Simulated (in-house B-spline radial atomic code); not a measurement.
## Binding energies in the xenon ion Xe⁸⁺

NIST's tabulated ground configuration is [Kr] 4d10; each binding energy is the energy of the ion with one electron taken from that subshell, relaxed, less that of the parent. Computed with a B-spline radial code for spherical atoms: Dirac-Hartree-Fock, average of configuration, Fermi nucleus of rms radius 4.7859 fm. Energies include first-order Breit, QED and recoil terms.

| subshell | X-ray name | binding energy (eV) | -ε (eV) | relaxation (eV) |
| --- | --- | --- | --- | --- |
| 1s | K | 34683.3 | 34870.2 | 63.4 |
| 2s | L1 | 5576.6 | 5621.9 | 32.1 |
| 2p1/2 | L2 | 5225.7 | 5274.3 | 35.7 |
| 3s | M1 | 1267.5 | 1281.7 | 11.9 |
| 3p1/2 | M2 | 1121.7 | 1136.2 | 12.5 |
| 3p3/2 | M3 | 1059.5 | 1072.7 | 11.9 |
| 3d3/2 | M4 | 805.8 | 819.9 | 13.5 |
| 3d5/2 | M5 | 793.1 | 806.7 | 13.3 |
| 4s | N1 | 335.2 | 338.0 | 2.4 |
| 4p1/2 | N2 | 281.7 | 284.4 | 2.3 |
| 4p3/2 | N3 | 269.2 | 271.4 | 2.1 |
| 4d3/2 | N4 | 180.2 | 182.0 | 1.7 |
| 4d5/2 | N5 | 178.2 | 179.8 | 1.7 |

Relaxation = -ε minus the binding energy without Breit, QED and recoil terms.

Emission lines follow as differences of binding energies, with λ = 12398.42 eV·Å / E:

| line | holes | energy (eV) | wavelength (Å) |
| --- | --- | --- | --- |
| K-L2 | 1s → 2p1/2 | 29457.6 | 0.42089 |
| K-M3 | 1s → 3p3/2 | 33623.8 | 0.36874 |
| L2-M4 | 2p1/2 → 3d3/2 | 4419.9 | 2.8051 |
| L1-M3 | 2s → 3p3/2 | 4517.1 | 2.7448 |
| L2-N4 | 2p1/2 → 4d3/2 | 5045.5 | 2.4573 |

(1) What does it cost to remove both a 3p3/2 and a 4s electron?

(2) What does it cost to remove both a 1s and a 2p1/2 electron?

(3) What does it cost to remove both a 3p3/2 and a 4d3/2 electron?

Answers

(1) 1427.6 eV, which is 32.94 eV more than the two single binding energies together.

(2) 40171 eV, which is 262.1 eV more than the two single binding energies together.

(3) 1269.8 eV, which is 30.05 eV more than the two single binding energies together.
